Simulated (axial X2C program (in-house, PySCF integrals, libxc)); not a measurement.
# Photoelectron levels of InSe⁻ by EOM-IP-CCSD

Calculated with an in-house all-electron X2C program for linear molecules (integrals from PySCF): two-component X2C with atomic mean-field Coulomb and Gaunt terms, Gaussian nuclei, basis In dyall-acv3z, Se dyall-acv3z with contracted cores.

R = 2.448 Å (near the PBE0 minimum at charge -1 of the determinant lowest at the starting distance; the state shown can have its own minimum elsewhere).

Hartree–Fock spinors of InSe⁻ (one of each Kramers pair; a window near the gap, which can cut inner shells):

```csv
ω,occupied,ε (eV),character
3/2,yes,-22.26,100% In d
1/2,yes,-17.11,"72% Se s, 9% In p, 9% In d"
1/2,yes,-6.90,"45% In s, 44% Se p, 4% Se s"
1/2,yes,-3.35,"76% Se p, 11% In p, 6% In d"
3/2,yes,-3.06,"77% Se p, 12% In p, 6% In d"
1/2,yes,-2.67,"36% Se p, 36% In p, 21% In s"
1/2,no,2.74,"88% In p, 10% In s"
1/2,no,2.76,98% In p
3/2,no,2.76,98% In p
1/2,no,3.58,"77% In s, 11% In p, 8% Se p"
1/2,no,4.82,"54% In p, 36% In d, 5% Se p"
3/2,no,4.87,"51% In p, 39% In d, 4% Se p"
```

Vertical detachment energies of InSe⁻ to the states of InSe:

```json
{"Ω of InSe": "1/2", "vertical detachment energy (eV)": "2.632", "above lowest (cm⁻¹)": "0", "ionised spinor": "38% Se pσ, 33% In pσ, 16% In sσ", "one-hole weight": "0.94"}
{"Ω of InSe": "3/2", "vertical detachment energy (eV)": "2.712", "above lowest (cm⁻¹)": "646", "ionised spinor": "77% Se pπ, 12% In pπ, 7% In dπ", "one-hole weight": "0.93"}
{"Ω of InSe": "1/2", "vertical detachment energy (eV)": "2.938", "above lowest (cm⁻¹)": "2471", "ionised spinor": "73% Se pπ, 10% In pπ", "one-hole weight": "0.93"}
{"Ω of InSe": "1/2", "vertical detachment energy (eV)": "6.351", "above lowest (cm⁻¹)": "29995", "ionised spinor": "51% In sσ, 38% Se pσ", "one-hole weight": "0.84"}
```

How far does the lowest EOM-IP-CCSD energy lie from the Koopmans value −ε of the highest filled spinor?

2.632 eV against 2.67 eV, a shift of -0.04 eV: relaxation of the final state lowers the energy and the loss of correlation raises it.

Take the first Ω = 1/2 and Ω = 3/2 rows of π character: how far apart are they, and which lies lower?

E(3/2) − E(1/2) = 646 − 2471 = -1825 cm⁻¹ at EOM-IP-CCSD: inverted, Ω = 3/2 lower. Splittings at this level can be off by ten to twenty per cent.

This point took 20 s on 1 thread of Arm Neoverse V1 (shared host).

Reference electrons by ω block (each with its −ω partner): 1/2: 27, 3/2: 12, 5/2: 3. 20 electrons of InSe⁻ correlated (inner shells frozen), 82 natural virtual spinors (a truncated set); levels can be off by some tenths of an eV. Roots sought by Ω: (1/2: 4, 3/2: 3, 5/2: 1); the list ends where they run out and leaves out roots under 60 % one-particle weight. The solver can skip a root, and states that need a further excitation, which the method places far too high, are missing though they may lie low or lowest. T1 of the reference 0.018 (Lee–Taylor). Number of frozen shells: In 4 s, 3 p, 1 d; Se 3 s, 2 p, 1 d.
